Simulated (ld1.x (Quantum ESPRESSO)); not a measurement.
# Which change was made? (Ge, PAW)

```json
{"Element": "Ge (Z = 32)", "Generator": "ld1.x (Quantum ESPRESSO) 7.5", "Type": "PAW", "Functional": "PBE", "Relativity": "fully relativistic", "Frozen core": "[Ar]", "Valence charge": "14", "Reference configuration": "3d10 4s1.75 4p2.25", "Partial waves": "4s (bound): rcut 1.25, rcutus 1.65 bohr; 4s channel at 0.95 Ry: rcut 1.25, rcutus 1.65 bohr; 4p (bound): rcut 1.20, rcutus 1.55 bohr; 4p channel at 2.7 Ry: rcut 1.20, rcutus 1.55 bohr; 3d (bound): rcut 0.75, rcutus 0.80 bohr; 3d channel at -0.55 Ry: rcut 0.75, rcutus 0.80 bohr", "Local potential": "all-electron potential smoothed inside 0.95 bohr (lloc = -1)", "Core correction": "Bessel-smoothed model core inside 0.50 bohr", "Augmentation charge": "BESSEL, radius 0.60 bohr"}
```

Open shells are filled in proportion to 2j + 1 (rel_dist='average').

Cutoffs, loose and tight: the cutoffs (Ry, on a coarse ladder) from which the occupation-weighted sum of valence levels, in a spherical-Bessel basis at the reference potential, stays within 10 and 1 mRy of its value at 400 Ry. They do not see the model core or the augmentation charge, which bear on the density cutoff. Test errors are all-electron minus pseudo excitation energies from the reference, over the configurations 3d10 4s2 4p2; 3d10 4s2 4p1; 3d10 4s2 4p0; 3d10 4s1 4p0; 3d9 4s2 4p3; 3d10 4s2 4p1.5; 3d10 4s2 4p2.3; variants that change the core or the reference have their own tests.

The base gives: outcome: generated; bound ghosts: not determined; largest test error (meV): -208.

(1) After one change the result is: outcome: failed: run_pseudo: Errors in PS-KS equation. Which change was it?
A. waves 4s (bound): rcut 1.25, rcutus 1.38 bohr; 4s channel at 0.95 Ry: rcut 1.25, rcutus 1.38 bohr
B. waves 4s (bound): rcut 1.25, rcutus 2.02 bohr; 4s channel at 0.95 Ry: rcut 1.25, rcutus 2.02 bohr
C. waves 4s (bound): rcut 1.25, rcutus 2.34 bohr; 4s channel at 0.95 Ry: rcut 1.25, rcutus 2.34 bohr

Results:

(1) A. The others give: waves 4s (bound): rcut 1.25, rcutus 2.02 bohr; 4s channel at 0.95 Ry: rcut 1.25, rcutus 2.02 bohr → outcome: generated; bound ghosts: not determined; largest test error (meV): +131 | waves 4s (bound): rcut 1.25, rcutus 2.34 bohr; 4s channel at 0.95 Ry: rcut 1.25, rcutus 2.34 bohr → outcome: generated; bound ghosts: not determined; largest test error (meV): +341.
